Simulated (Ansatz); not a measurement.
A short molecular-dynamics run on ScCl₃.

```yaml
crystal:
  periodic: [false, false, false]
  atoms:
    - {symbol: Sc, position_ang: [0.000353, -0.000038, -0.006170]}
    - {symbol: Cl, position_ang: [2.271038, -0.025465, 0.021988]}
    - {symbol: Cl, position_ang: [-1.113565, 1.979019, -0.012002]}
    - {symbol: Cl, position_ang: [-1.157827, -1.953525, -0.003825]}
basis:
  gaussian: {orbitals: def2-SVP}
hamiltonian: {xc: {name: r2SCAN}}
md: {timestep: 1 fs, n_steps: 15, ensemble: nvt_nose_hoover, temperature: 1500, initial_velocities: maxwell_boltzmann, seed: 394}
scf: {omitted_lower_state_checks: [starts]}
```

```sh
$ ansatz run in.yaml --threads 2 --pin off --events-out ev --progress --plain --max-ram 4352MiB
```

```json
{"step": "0", "time (fs)": "0.0", "potential energy (eV)": "-58257.4999", "kinetic (eV)": "0.3878", "T (K)": "1500", "conserved (eV)": "-58257.1121"}
{"step": "1", "time (fs)": "1.0", "potential energy (eV)": "-58257.4979", "kinetic (eV)": "0.3858", "T (K)": "1492", "conserved (eV)": "-58257.1121"}
{"step": "2", "time (fs)": "2.0", "potential energy (eV)": "-58257.4923", "kinetic (eV)": "0.3802", "T (K)": "1471", "conserved (eV)": "-58257.1121"}
{"step": "3", "time (fs)": "3.0", "potential energy (eV)": "-58257.4831", "kinetic (eV)": "0.3710", "T (K)": "1435", "conserved (eV)": "-58257.1121"}
{"step": "4", "time (fs)": "4.0", "potential energy (eV)": "-58257.4707", "kinetic (eV)": "0.3586", "T (K)": "1387", "conserved (eV)": "-58257.1121"}
{"step": "5", "time (fs)": "5.0", "potential energy (eV)": "-58257.4554", "kinetic (eV)": "0.3433", "T (K)": "1328", "conserved (eV)": "-58257.1120"}
{"step": "6", "time (fs)": "6.0", "potential energy (eV)": "-58257.4377", "kinetic (eV)": "0.3257", "T (K)": "1260", "conserved (eV)": "-58257.1120"}
{"step": "7", "time (fs)": "7.0", "potential energy (eV)": "-58257.4182", "kinetic (eV)": "0.3063", "T (K)": "1185", "conserved (eV)": "-58257.1119"}
{"step": "8", "time (fs)": "8.0", "potential energy (eV)": "-58257.3976", "kinetic (eV)": "0.2858", "T (K)": "1105", "conserved (eV)": "-58257.1119"}
{"step": "9", "time (fs)": "9.0", "potential energy (eV)": "-58257.3766", "kinetic (eV)": "0.2649", "T (K)": "1025", "conserved (eV)": "-58257.1119"}
{"step": "10", "time (fs)": "10.0", "potential energy (eV)": "-58257.3561", "kinetic (eV)": "0.2445", "T (K)": "946", "conserved (eV)": "-58257.1118"}
{"step": "11", "time (fs)": "11.0", "potential energy (eV)": "-58257.3367", "kinetic (eV)": "0.2252", "T (K)": "871", "conserved (eV)": "-58257.1118"}
{"step": "12", "time (fs)": "12.0", "potential energy (eV)": "-58257.3191", "kinetic (eV)": "0.2078", "T (K)": "804", "conserved (eV)": "-58257.1117"}
{"step": "13", "time (fs)": "13.0", "potential energy (eV)": "-58257.3041", "kinetic (eV)": "0.1929", "T (K)": "746", "conserved (eV)": "-58257.1117"}
{"step": "14", "time (fs)": "14.0", "potential energy (eV)": "-58257.2921", "kinetic (eV)": "0.1810", "T (K)": "700", "conserved (eV)": "-58257.1117"}
{"step": "15", "time (fs)": "15.0", "potential energy (eV)": "-58257.2834", "kinetic (eV)": "0.1725", "T (K)": "667", "conserved (eV)": "-58257.1117"}
```

Velocities are drawn at the set temperature; a run this short doesn't reach equilibrium.

Frames (Å, forces in eV/Å):

```xyz
4
time=0.0 fs
Sc    0.000    0.000   -0.006   -0.001    0.000    0.003
Cl    2.271   -0.025    0.022   -0.046    0.000   -0.002
Cl   -1.114    1.979   -0.012    0.023   -0.041   -0.001
Cl   -1.158   -1.954   -0.004    0.024    0.040   -0.001
4
time=1.0 fs
Sc    0.000   -0.008   -0.002    0.086    0.272    0.001
Cl    2.276   -0.022    0.020   -0.114   -0.014   -0.001
Cl   -1.116    1.980   -0.014    0.080   -0.154    0.001
Cl   -1.160   -1.947   -0.006   -0.052   -0.103    0.000
4
time=2.0 fs
Sc    0.000   -0.017    0.002    0.180    0.544   -0.001
Cl    2.281   -0.019    0.018   -0.180   -0.030   -0.001
Cl   -1.118    1.981   -0.016    0.133   -0.263    0.003
Cl   -1.162   -1.941   -0.008   -0.132   -0.252   -0.001
4
time=3.0 fs
Sc   -0.001   -0.025    0.007    0.278    0.815   -0.004
Cl    2.286   -0.015    0.017   -0.245   -0.045    0.000
Cl   -1.120    1.982   -0.017    0.183   -0.366    0.005
Cl   -1.164   -1.935   -0.009   -0.216   -0.404   -0.002
4
time=4.0 fs
Sc   -0.001   -0.033    0.011    0.379    1.081   -0.006
Cl    2.291   -0.012    0.015   -0.307   -0.061    0.001
Cl   -1.123    1.982   -0.019    0.229   -0.463    0.009
Cl   -1.166   -1.928   -0.011   -0.302   -0.557   -0.004
4
time=5.0 fs
Sc   -0.001   -0.041    0.015    0.483    1.341   -0.008
Cl    2.295   -0.008    0.013   -0.366   -0.077    0.003
Cl   -1.125    1.983   -0.021    0.273   -0.554    0.013
Cl   -1.169   -1.923   -0.013   -0.390   -0.710   -0.008
4
time=6.0 fs
Sc   -0.001   -0.049    0.020    0.587    1.591   -0.009
Cl    2.300   -0.005    0.011   -0.421   -0.092    0.005
Cl   -1.127    1.984   -0.023    0.313   -0.638    0.017
Cl   -1.171   -1.917   -0.015   -0.478   -0.860   -0.012
4
time=7.0 fs
Sc   -0.001   -0.056    0.024    0.688    1.828   -0.011
Cl    2.304   -0.002    0.010   -0.474   -0.108    0.007
Cl   -1.129    1.984   -0.025    0.350   -0.715    0.021
Cl   -1.174   -1.911   -0.017   -0.565   -1.005   -0.018
4
time=8.0 fs
Sc   -0.001   -0.063    0.028    0.787    2.050   -0.011
Cl    2.309    0.002    0.008   -0.522   -0.123    0.009
Cl   -1.131    1.984   -0.026    0.384   -0.785    0.026
Cl   -1.176   -1.906   -0.019   -0.648   -1.143   -0.024
4
time=9.0 fs
Sc   -0.001   -0.069    0.032    0.879    2.254   -0.012
Cl    2.313    0.005    0.006   -0.566   -0.137    0.012
Cl   -1.133    1.984   -0.028    0.414   -0.848    0.031
Cl   -1.179   -1.901   -0.021   -0.727   -1.269   -0.031
4
time=10.0 fs
Sc    0.000   -0.075    0.037    0.962    2.438   -0.012
Cl    2.317    0.008    0.004   -0.607   -0.150    0.014
Cl   -1.134    1.984   -0.030    0.442   -0.905    0.037
Cl   -1.182   -1.896   -0.022   -0.798   -1.383   -0.039
4
time=11.0 fs
Sc    0.001   -0.081    0.041    1.036    2.597   -0.013
Cl    2.321    0.011    0.003   -0.643   -0.163    0.017
Cl   -1.136    1.983   -0.032    0.467   -0.954    0.042
Cl   -1.186   -1.892   -0.024   -0.860   -1.480   -0.046
4
time=12.0 fs
Sc    0.002   -0.085    0.045    1.097    2.731   -0.013
Cl    2.325    0.014    0.001   -0.674   -0.174    0.020
Cl   -1.137    1.982   -0.033    0.490   -0.997    0.047
Cl   -1.189   -1.888   -0.026   -0.912   -1.560   -0.054
4
time=13.0 fs
Sc    0.003   -0.090    0.049    1.143    2.838   -0.014
Cl    2.328    0.018   -0.001   -0.701   -0.184    0.023
Cl   -1.139    1.981   -0.035    0.510   -1.033    0.053
Cl   -1.193   -1.885   -0.028   -0.952   -1.620   -0.062
4
time=14.0 fs
Sc    0.004   -0.093    0.054    1.175    2.915   -0.015
Cl    2.331    0.021   -0.003   -0.724   -0.193    0.025
Cl   -1.140    1.980   -0.037    0.527   -1.063    0.058
Cl   -1.197   -1.882   -0.030   -0.978   -1.659   -0.069
4
time=15.0 fs
Sc    0.006   -0.096    0.058    1.189    2.962   -0.017
Cl    2.335    0.024   -0.004   -0.742   -0.201    0.028
Cl   -1.141    1.978   -0.039    0.543   -1.087    0.064
Cl   -1.201   -1.879   -0.032   -0.990   -1.675   -0.075
```

It took 29 s on 2 threads of Intel Xeon 6975P-C on a shared host.
